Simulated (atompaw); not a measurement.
# titanium: one change to a PAW (atompaw) potential, before and after

```json
{
 "Element": "titanium",
 "Generator": "atompaw 4.2.0.5",
 "Type": "PAW",
 "Functional": "LDA (PW92)",
 "Relativity": "scalar-relativistic",
 "Frozen core": "[Ne]",
 "Valence charge": "12",
 "Reference configuration": "3s2 3p6 3d2 4s2 4p0",
 "Partial waves": "3s (bound): rc 1.35 bohr; 4s (bound): rc 2.25 bohr; 3p (bound): rc 1.20 bohr; 4p (bound, empty): rc 2.25 bohr; 3d (bound): rc 2.25 bohr; 3d channel at 4.65 Ry: rc 2.25 bohr",
 "Local potential": "vpsmatchnc scheme with l = 3 at 0 Ry, radius 1.50 bohr",
 "Core correction": "smooth core density matched at 2.00 bohr",
 "Augmentation charge": "sinc compensation charge, radius 1.90 bohr; PAW radius 2.25 bohr; waves and projectors: custom polynom vanderbiltortho"
}
```

Change: augmentation sinc compensation charge, radius 1.90 bohr; PAW radius 2.25 bohr; waves and projectors: custom rrkj gramschmidtortho.

Cutoffs: the cutoffs (Ry, on a coarse ladder) from which the occupation-weighted sum of valence levels, in a spherical-Bessel basis at the reference potential, stays within 10 and 1 mRy of its value at 400 Ry; they do not see the model core or the augmentation charge, which bear on the density cutoff.

What does the change do?

The potential gets harder (45 Ry and 80 Ry → 50 Ry and 100 Ry); neither file shows a bound ghost.

```csv
quantity,base,changed
"cutoff, loose",45 Ry,50 Ry
"cutoff, tight",80 Ry,100 Ry
loose cutoff by channel (10 mRy a level),"s 18 Ry, p 35 Ry, d 15 Ry","s 21 Ry, p 45 Ry, d 18 Ry"
bound ghosts,none,none
s: phases at 2.27 bohr within 0.05 rad from the reference energy up to (Ry; the scan ends near 5),1.0,0.4
p: phases at 2.27 bohr within 0.05 rad from the reference energy up to (Ry; the scan ends near 5),0.9,0.8
d: phases at 2.27 bohr within 0.05 rad from the reference energy up to (Ry; the scan ends near 5),to the end of the scan,to the end of the scan
lowest overlap eigenvalue by channel,"s 0.56, p 0.49, d 0.85","s 0.44, p 0.48, d 0.81"
```

 The cutoffs see the waves, projectors and local potential, not the compensation charge or the core.
